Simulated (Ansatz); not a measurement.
Basis-set extrapolation for C2H7NSSi (`C=C(N)S[SiH3]`) (PBE0-D4/def2-TZVP geometry, frozen core, the Gaussian-basis code of Ansatz). Multiplicity 1, RHF reference.

```tsv
	def2-TZVPP	def2-QZVPP
HF	-820.795825	-820.822163
MP2 correlation	-0.841955	-0.903373
CCSD(T) correlation	-0.934619	not run
```

Energies in hartree. Use E(X) = E(∞) + A·exp(−7.88·√X) for Hartree–Fock and E(X) = E(∞) + B·X^(−2.97) for correlation, with X = 3 and 4, and add CCSD(T) minus MP2 of the smaller set to the MP2 limit.

Task: What is the CCSD(T) energy at the basis-set limit?

Result: HF limit: -820.822163 + (-0.026338) × 0.13774 = -820.82579. MP2 limit: -0.903373 + (-0.061418) × 0.74074 = -0.94887. Higher-order term: -0.934619 − (-0.841955) = -0.09266. Total: -821.86732 hartree, 85.9 kcal/mol below CCSD(T)/def2-TZVPP.
